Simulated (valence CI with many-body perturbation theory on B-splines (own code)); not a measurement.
**Forbidden lines of Sm XIII**

Method: valence CI with perturbative core correlation (CI+MBPT): four valence electrons over a frozen Dirac-Fock core [Kr] 4d10, a basis of 7 s, 7 p, 7 d, 7 f, 4 g, 2 h functions for each j, with the one-electron correlation potential Σ1 (screened to all orders), the two-electron term Σ2, the three-electron term Σ3, Breit, model QED; selected single and double excitations, second order for the rest, scaled by the run's own slope (own B-spline code, finite nucleus).

No measured spectrum was set against this ion. As an estimate, terms of the open shell hold to a few per cent of their energy, and close levels can change places; configurations with another count of f electrons can be misplaced by thousands of cm⁻¹.

Lines 1 to 50 of 61 in falling wavelength, among levels below 242520 cm⁻¹, chosen from the decays that carry over 1 % of a level's rate. Wavelengths and rates use the calculated energies, so an error of 2000 cm⁻¹ moves a line at 15950 Å by 32 % and its rate by three times that or more. Electric multipoles are in the length gauge, E1 and E2 with the static RPA response of the core. S is in atomic units (e²a₀⁴ for E2 and M2, e²a₀⁶ for E3), for M1 in squared Bohr magnetons. Weak lines are less certain than strong ones. Lines between different terms over intervals too small for the method are left out, as are lines whose strength nearly cancels. Intervals below about 2000 cm⁻¹, as at the head of this list, are uncertain by tens of per cent.

Names give the largest LS component (configuration and term), which can be under half, so a name can repeat, a term be missing and a line seem to break the LS rules; names also repeat where a configuration has a term twice. Letters in brackets count levels of one name in rising energy.

| λ vac (Å) | Upper | Lower | Type | A (s⁻¹) | S (a.u.) |
| --- | --- | --- | --- | --- | --- |
| 66890 | 4f3.5s 3L°_9 | 4f3.5s 3L°_8 | M1 | 7.60e-02 | 1.60e+01 |
| 65490 | 4f2.5s2 3P_1 | 4f2.5s2 3P_0 | M1 | 6.34e-02 | 1.98e+00 |
| 45180 | 4f3.5s 3K°_8 | 4f3.5s 3K°_7 | M1 | 2.38e-01 | 1.39e+01 |
| 36670 | 4f2.5s2 3P_2 | 4f2.5s2 3P_1 | M1 | 2.43e-01 | 2.22e+00 |
| 34060 | 4f3.5s 5I°_8 | 4f3.5s 5I°_7 | M1 | 1.02e+00 | 2.53e+01 |
| 31560 | 4f2.5s2 3F_3 | 4f2.5s2 3F_2 | M1 | 7.93e-01 | 6.47e+00 |
| 21290 | 4f2.5s2 3H_5 | 4f2.5s2 3H_4 | M1 | 2.64e+00 | 1.04e+01 |
| 21200 | 4f2.5s2 3H_6 | 4f2.5s2 3H_5 | M1 | 2.36e+00 | 1.08e+01 |
| 15950 | 4f2.5s2 1G_4 | 4f2.5s2 3F_4 | M1 | 2.18e+00 | 2.96e+00 |
| 14800 | 4f2.5s2 1G_4 | 4f2.5s2 3F_3 | M1 | 2.73e+00 | 2.95e+00 |
| 14620 | 4f3.5s 1L°_8 | 4f3.5s 3L°_9 | M1 | 2.37e-01 | 4.67e-01 |
| 13090 | 4f2.5s2 3F_4 | 4f2.5s2 3H_5 | M1 | 3.96e-01 | 2.96e-01 |
| 12600 | 4f2.5s2 3P_1 | 4f2.5s2 1D_2 | M1 | 1.32e+00 | 2.93e-01 |
| 11990 | 4f3.5s 3L°_8 | 4f3.5s 1K°_7 | M1 | 1.62e+00 | 1.76e+00 |
| 11520 | 4f2.5s2 3F_2 | 4f2.5s2 3H_4 | E2 | 1.98e-04 | 1.79e-01 |
| 11330 | 4f3.5s 1L°_8 | 4f3.5s 3L°_7 | M1 | 3.47e-01 | 3.18e-01 |
| 9375 | 4f2.5s2 3P_2 | 4f2.5s2 1D_2 | M1 | 5.25e+00 | 8.01e-01 |
| 8438 | 4f2.5s2 3F_3 | 4f2.5s2 3H_4 | M1 | 7.88e-02 | 1.23e-02 |
| 8113 | 4f3.5s 3K°_8 | 4f3.5s 3I°_7 [a] | M1 | 5.40e-01 | 1.82e-01 |
| 8105 | 4f2.5s2 3F_4 | 4f2.5s2 3H_4 | M1 | 1.65e+00 | 2.94e-01 |
| 7190 | 4f2.5s2 1G_4 | 4f2.5s2 3H_5 | M1 | 1.36e+00 | 1.68e-01 |
| 6917 | 4f3.5s 3L°_8 | 4f3.5s 3K°_8 | M1 | 2.43e+00 | 5.07e-01 |
| 6269 | 4f3.5s 3L°_9 | 4f3.5s 3K°_8 | M1 | 2.76e+00 | 4.78e-01 |
| 5999 | 4f3.5s 3L°_8 | 4f3.5s 3K°_7 | M1 | 5.26e-01 | 7.15e-02 |
| 5996 | 4f3.5s 1L°_8 | 4f3.5s 1K°_7 | M1 | 6.49e-01 | 8.81e-02 |
| 5495 | 4f2.5s2 1D_2 | 4f2.5s2 3F_3 | M1 | 7.02e+00 | 2.16e-01 |
| 5375 | 4f2.5s2 1G_4 | 4f2.5s2 3H_4 | M1 | 1.05e+00 | 5.45e-02 |
| 4680 | 4f2.5s2 1D_2 | 4f2.5s2 3F_2 | M1 | 6.17e+00 | 1.17e-01 |
| 4387 | 4f3.5s 1L°_8 | 4f3.5s 3K°_8 | M1 | 2.31e+00 | 1.23e-01 |
| 3999 | 4f3.5s 1L°_8 | 4f3.5s 3K°_7 | M1 | 3.23e+00 | 1.30e-01 |
| 3826 | 4f2.5s2 3P_1 | 4f2.5s2 3F_3 | E2 | 9.44e-02 | 2.07e-01 |
| 3664 | 4f3.5s 3K°_8 | 4f3.5s 5I°_8 | M1 | 8.07e+00 | 2.50e-01 |
| 3600 | 4f2.5s2 1I_6 | 4f2.5s2 3H_6 | M1 | 3.64e+00 | 8.19e-02 |
| 3600 | 4f2.5s2 3P_0 | 4f2.5s2 3F_2 | E2 | 2.01e-01 | 1.08e-01 |
| 3464 | 4f2.5s2 3P_2 | 4f2.5s2 3F_3 | M1 | 1.65e+00 | 1.27e-02 |
| 3412 | 4f2.5s2 3P_1 | 4f2.5s2 3F_2 | M1 | 2.45e-01 | 1.08e-03 |
| 3412 | 4f2.5s2 3P_1 | 4f2.5s2 3F_2 | E2 | 7.74e-02 | 9.58e-02 |
| 3308 | 4f3.5s 3K°_8 | 4f3.5s 5I°_7 | M1 | 4.09e+00 | 9.32e-02 |
| 3122 | 4f2.5s2 3P_2 | 4f2.5s2 3F_2 | M1 | 1.09e-01 | 6.14e-04 |
| 3077 | 4f2.5s2 1I_6 | 4f2.5s2 3H_5 | M1 | 4.19e+00 | 5.88e-02 |
| 2848 | 4f3.5s 1L°_8 | 4f3.5s 3I°_7 [a] | M1 | 1.66e-01 | 2.42e-03 |
| 2395 | 4f3.5s 3L°_8 | 4f3.5s 5I°_8 | M1 | 1.18e-01 | 1.02e-03 |
| 2312 | 4f3.5s 3L°_9 | 4f3.5s 5I°_8 | M1 | 8.22e-02 | 7.16e-04 |
| 2279 | 4f2.5s.5p 5I°_8 | 4f2.5s.5p 5H°_7 | M1 | 1.05e+03 | 7.81e+00 |
| 2238 | 4f3.5s 3L°_8 | 4f3.5s 5I°_7 | M1 | 1.45e-01 | 1.02e-03 |
| 2200 | 4f2.5s2 1S_0 | 4f2.5s2 3P_1 | M1 | 7.57e+01 | 2.99e-02 |
| 1873 | 4f2.5s2 1S_0 | 4f2.5s2 1D_2 | E2 | 8.84e+00 | 1.82e-01 |
| 1039 | 4f.5s2.5p 3F_3 [a] | 4f2.5s2 1D_2 | E2 | 2.07e+01 | 1.57e-01 |
| 877.5 | 4f.5s2.5p 3F_3 [a] | 4f2.5s2 3F_4 | E2 | 8.79e+01 | 2.86e-01 |
| 875.3 | 4f.5s2.5p 3F_2 | 4f2.5s2 3F_2 | E2 | 2.11e+02 | 4.83e-01 |
